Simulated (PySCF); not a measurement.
SMILES Cc1ccc(-c2ccsc2)s1 (C9H8S2), GFN2-xTB optimised geometry.

```
19

C     -1.83    -3.32     0.00
C     -0.91    -2.16     0.00
C      0.45    -2.16     0.00
C      1.02    -0.87     0.00
C      0.08     0.13     0.00
C      0.29     1.56     0.00
C      1.57     2.18     0.00
C      1.50     3.53     0.00
S     -0.13     4.10     0.00
C     -0.72     2.49     0.00
S     -1.52    -0.54     0.00
H     -1.27    -4.25     0.03
H     -2.50    -3.28     0.86
H     -2.45    -3.32    -0.90
H      1.04    -3.06     0.00
H      2.08    -0.69     0.00
H      2.50     1.64     0.00
H      2.30     4.25     0.01
H     -1.77     2.30     0.00
```

Density from PBE0/def2-SVP in PySCF at that geometry.

Minimum of the electron density along straight lines between bonded atoms, close to the bond critical point (lines longer than 1.1 times the sum of covalent radii, or with two minima, are not listed):

```csv
bond,length / Å,ρ at the minimum / e bohr⁻³,∇²ρ there / e bohr⁻⁵,position (fraction from the first atom)
C1–C2,1.486,0.258,-0.61,0.48
C2–C3,1.360,0.323,-0.81,0.51
C3–C4,1.410,0.297,-0.74,0.50
C4–C5,1.367,0.318,-0.80,0.49
C5–C6,1.440,0.280,-0.69,0.51
C6–C7,1.427,0.288,-0.69,0.50
C7–C8,1.352,0.326,-0.83,0.49
C8–S9,1.722,0.215,-0.46,0.47
C6–C10,1.368,0.317,-0.79,0.49
S9–C10,1.714,0.218,-0.48,0.53
C2–S11,1.736,0.210,-0.43,0.46
C5–S11,1.743,0.207,-0.42,0.47
C1–H12,1.088,0.277,-1.02,0.63
C1–H13,1.090,0.275,-1.01,0.63
C1–H14,1.090,0.275,-1.01,0.63
C3–H15,1.076,0.283,-1.08,0.63
C4–H16,1.075,0.284,-1.08,0.63
C7–H17,1.074,0.285,-1.09,0.63
C8–H18,1.072,0.286,-1.12,0.64
C10–H19,1.072,0.285,-1.11,0.64
```
